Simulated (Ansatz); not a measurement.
System: BNH₃F, charge 0, singlet. BNH3F (SMILES B(F)N).
B3LYP-D3(BJ)/def2-TZVP minimum from Ansatz (a first-principles code):
```
B
F 1 1.3429
N 1 1.3915 2 119.23
H 3 1.0048 1 122.55 2 -180.00
H 3 1.0074 4 114.50 1 -180.00
H 1 1.1918 2 118.89 3 -180.00
```

Total energies in hartree (Ansatz). Radicals and triplets start from unrestricted determinants; spin-orbit coupling is neglected. Cores are frozen in correlated methods. No relativity. For partners of very few electrons the exact lower level stands in for a higher one.

```csv
species,HF/cc-pVTZ,CCSD(T)/cc-pVTZ,HF/cc-pVQZ,CCSD(T)/cc-pVQZ,CCSDT(Q)/cc-pVTZ
1: BNH3F (SMILES NBF),-180.49770,-181.10064,-180.51216,-181.15803,-181.10173
2: B (doublet),-24.53207,-24.59810,-24.53297,-24.60084,-24.59852
3: H (doublet),-0.49981,-0.49981,-0.49995,-0.49995,-0.49981
4: F (doublet),-99.40552,-99.62036,-99.41377,-99.65026,-99.62061
5: N (quartet),-54.40069,-54.51471,-54.40372,-54.52482,-54.51507
```

Question: Work out the atomisation energy (electronic, to ground-state atoms) in kJ/mol: take Hartree-Fock from cc-pVQZ, extrapolate the CCSD(T) correlation energy as X^-3 (X = 3, 4), and add CCSDT(Q) - CCSD(T) in cc-pVTZ. 1 hartree = 2625.5 kJ/mol.

Answer: 
Species 1: correlation (64·(-0.64587) - 27·(-0.60294))/37 = -0.67720; step -0.00109; E1 = -180.51216 + (-0.67720) + (-0.00109) = -181.19045
Species 2: correlation (64·(-0.06787) - 27·(-0.06603))/37 = -0.06921; step -0.00042; E2 = -24.53297 + (-0.06921) + (-0.00042) = -24.60260
Species 3: correlation (64·(0.00000) - 27·(0.00000))/37 = 0.00000; step +0.00000; E3 = -0.49995 + (0.00000) + (+0.00000) = -0.49995
Species 4: correlation (64·(-0.23649) - 27·(-0.21484))/37 = -0.25229; step -0.00025; E4 = -99.41377 + (-0.25229) + (-0.00025) = -99.66631
Species 5: correlation (64·(-0.12110) - 27·(-0.11402))/37 = -0.12627; step -0.00036; E5 = -54.40372 + (-0.12627) + (-0.00036) = -54.53035
-1·E1 +1·E2 +3·E3 +1·E4 +1·E5 = 0.89134 hartree = 2340.2 kJ/mol.
